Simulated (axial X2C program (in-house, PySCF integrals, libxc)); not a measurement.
## TaBr: from the spin-free to the two-component result

Calculated with an in-house all-electron X2C program for linear molecules (integrals from PySCF). Spin-free means the one-electron spin-free X2C Hamiltonian; two-component (2c) means X2C with spin–orbit coupling and atomic mean-field two-electron Coulomb and Gaunt terms, so the difference of the two also holds small scalar two-electron terms. Basis: Ta dyall-v3z [13s14p9d7f2g], Br dyall-v3z [8s9p6d1f] (cores contracted in-house); Gaussian nuclei, density fitting, unrestricted open shells. Masses: Ta 180.948 u, Br 78.918 u.

Spin-free state: M_S = 2, Λ = 1 (beyond evenly filled blocks: σα, π+α, δ+α, δ-α); fragments Ta + Br.

```csv
level,Re (Å),ωe (cm⁻¹),De (eV),μ (D)
PBE0,2.421,257.1,3.978,-2.83
HF,2.508,235.4,3.051,-3.94
MP2,2.404,265.1,3.634,n/a
TPSS,2.423,254.0,4.057,-2.48
```

Correlated methods: 34 electrons correlated (number of frozen shells: Ta 4 s, 3 p, 2 d; Br 3 s, 2 p, 1 d), 284 virtual spin orbitals or spinors in MP2.

Dipoles are positive if Br is the positive end.

Two-component determinant lowest at the distance of the search:

Ω = 1 (⟨Sz⟩ = 1.96, ⟨Lz⟩ = -0.96 at HF); fragments Ta + Br.

```json
{"level": "PBE0", "Re (Å)": "2.421", "ωe (cm⁻¹)": "256.9", "μ (D)": "-2.78"}
{"level": "HF", "Re (Å)": "2.506", "ωe (cm⁻¹)": "235.5", "μ (D)": "-3.81"}
{"level": "MP2", "Re (Å)": "2.405", "ωe (cm⁻¹)": "264.6", "μ (D)": "n/a"}
{"level": "TPSS", "Re (Å)": "2.422", "ωe (cm⁻¹)": "253.3", "μ (D)": "-2.45"}
```

Task: From the two tables, how do the constants change at the MP2 level (2c against spin-free)?

Result: At the MP2 level Re rises by 0.001 Å and ωe falls by 0.5 cm⁻¹.

One determinant describes the state; a PBE0 search over occupations chose it and may have missed a lower one. Dissociation energies refer to the lowest single-determinant-based atoms at the same level and basis. De is not given where an atomic determinant may have missed its ground term or J level, or where the truncated virtual space spoils (T). Density functionals use the spin component along the axis (collinear). Other states lie close and PBE0, whose exact exchange favours high spin, may order them wrongly; the determinant shown need not be the ground state. The nearest other spin-free determinant of the search, M_S = 1, Λ = 0, lies 0.19 eV up at the distance of the search. The functionals have no current-density term, which raises determinants with orbital currents, atoms included. With several unpaired electrons one determinant need not be a pure state. Open-shell Ω = 0 determinants with evenly filled partner blocks cannot be reached by this program, so the Ω shown need not be the lowest component. At some level and bond length an empty orbital lies below a filled one.
